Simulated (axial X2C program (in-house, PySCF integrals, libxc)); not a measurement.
Correcting the dissociation energy of ScTe⁺ for spin–orbit coupling

A spin-free PBE0 curve (one-electron X2C) was computed with an in-house all-electron X2C program for linear molecules (integrals from PySCF), basis Te dyall-cv3z [11s12p8d4f1g], Sc dyall-cv3z [10s11p7d5f2g] (cores contracted in-house), for the state M_S = 0, Λ = 0 (closed shell). It gives D0 = 3.328 eV to Te + Sc+, which in a spin-free picture are the weighted means of the ground terms.

Measured levels of the ground terms (NIST Handbook of Basic Atomic Spectroscopic Data), in cm⁻¹: Te 3P: J = 2 at 0, J = 0 at 4706.5, J = 1 at 4750.7; Sc+ 3D: J = 1 at 0, J = 2 at 67.7, J = 3 at 177.8.

The molecular state has Λ = 0, so it has no first-order lowering.

**Question.** How far does each ground level lie under the (2J+1)-weighted mean of its term?

**Answer.** Te: (5 × 0 + 1 × 4706.5 + 3 × 4750.7)/9 = 2107 cm⁻¹; Sc+: (3 × 0 + 5 × 67.7 + 7 × 177.8)/15 = 106 cm⁻¹.

**Question.** Correct D0.

**Answer.** D0 = 3.328 + (0 − 2213)/8065.5 = 3.054 eV at PBE0 with these spin–orbit terms.

Second-order spin–orbit effects in the molecule, which grow quickly with Z, are left out. One determinant describes the state; a PBE0 search over occupations chose it and may have missed a lower one. Dissociation energies refer to the lowest single-determinant-based atoms at the same level and basis.
